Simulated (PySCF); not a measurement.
ethylene carbonate (C3H4O3), SMILES O=C1OCCO1.

The structure is a stationary point at B3LYP-D3(BJ)/def2-SVP. One conformer was computed; it need not be the lowest.

Method: r2SCAN/def2-TZVP in PySCF.

Symmetry labels are those of the subgroup C2 that the program uses (full group C2).

Computed valence orbital energies around the gap with their symmetry:
| orbital | symmetry | energy (eV) |
|---|---|---|
| HOMO−7 | A | -11.38 |
| HOMO−6 | B | -11.24 |
| HOMO−5 | A | -11.17 |
| HOMO−4 | A | -9.66 |
| HOMO−3 | B | -9.59 |
| HOMO−2 | B | -7.86 |
| HOMO−1 | A | -7.79 |
| HOMO | B | -7.34 |
| LUMO | B | 0.05 |
| LUMO+1 | A | 0.43 |
| LUMO+2 | A | 1.05 |
| LUMO+3 | B | 1.76 |
